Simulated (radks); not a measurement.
These are the eigenvalues of the occupied orbitals of an atom or ion with whole-number occupations (eV). Method: non-relativistic Kohn-Sham, BLYP, spin-polarised, spherical densities, point nucleus; computed with a radial shooting solver on a logarithmic mesh with Libxc functionals.

orbital  eigenvalue
1s down   -5380.157
1s up     -5380.152
2s up     -649.2142
2s down   -648.7298
2p up     -556.1014
2p down   -555.7319
3s up     -119.1645
3s down   -117.8556
3p up      -93.3576
3p down    -92.0764
3d up      -52.6623
6f up       -5.9187

Which element is it, and in what charge state? The configuration may be excited. Open shells, if any, are filled with parallel spins first.

Answer. Z = 23, vanadium, charge +3: V3+ in [Ar] 3d1 6f1. The list shows which subshells hold electrons but not how many an open one holds; the 1s level, -197.72 hartree, gives Z - s = 19.9 by -(Z - s)^2/2, which with screening narrows Z to a few neighbours, and the depths of the outer levels then fix element, charge and occupations together.
